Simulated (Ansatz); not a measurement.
Born–Oppenheimer molecular dynamics of Cl₂GeH₃O₃ (9 atoms, charge 0, multiplicity 2). It starts at the highest image of a converged band. Of that band: The top lies less than 8 meV above the higher end, about what the thresholds resolve: that end is a shoulder or a very shallow well. A vibrational analysis at the climbing image gives no mode beyond 40i cm⁻¹: the surface is too flat there to confirm a saddle point.

Method: UKS PBE/def2-SVP (Ansatz).

| Property | Result |
| --- | --- |
| ensemble | NVE (velocity Verlet) |
| time step | 0.5 fs |
| steps asked | 200 |
| starting velocities drawn for | 300 K |
| seed | 8966 |

First frame:

```xyz
9
Properties=species:S:1:pos:R:3
Ge 0.169 0.104 0.147
Cl 0.602 -0.095 2.354
O 1.628 -0.350 -0.735
H 1.732 -1.321 -0.746
O -0.018 1.819 -0.220
H -0.903 2.131 0.051
O -1.246 -0.895 -0.169
H -1.547 -1.308 0.687
Cl -1.510 -1.735 2.807
```

**Question.** How far do the bonds stretch over the last three quarters of this one trajectory? (Pairs bonded in most of those frames.)

**Answer.** 
| bond | mean (Å) | spread (Å) | shortest | longest |
| --- | --- | --- | --- | --- |
| Ge1–Cl2 | 2.264 | 0.009 | 2.25 | 2.28 |
| Ge1–O3 | 1.768 | 0.023 | 1.74 | 1.81 |
| Ge1–O5 | 1.775 | 0.038 | 1.71 | 1.82 |
| Ge1–O7 | 1.765 | 0.021 | 1.73 | 1.79 |
| O3–H4 | 0.977 | 0.002 | 0.97 | 0.98 |
| O5–H6 | 0.979 | 0.012 | 0.96 | 1.00 |
| O7–H8 | 0.996 | 0.016 | 0.96 | 1.02 |

Mean temperature of the second half: 155 K. The conserved energy stayed within 0.066 meV per atom of its start (net change 0.04 meV per atom), so the integration is sound. A run of 0.1 ps of so small a system gives no equilibrium averages.

The run took 8.6 min on 4 threads of Arm Neoverse V2 (shared host), peak memory 0.26 GiB.
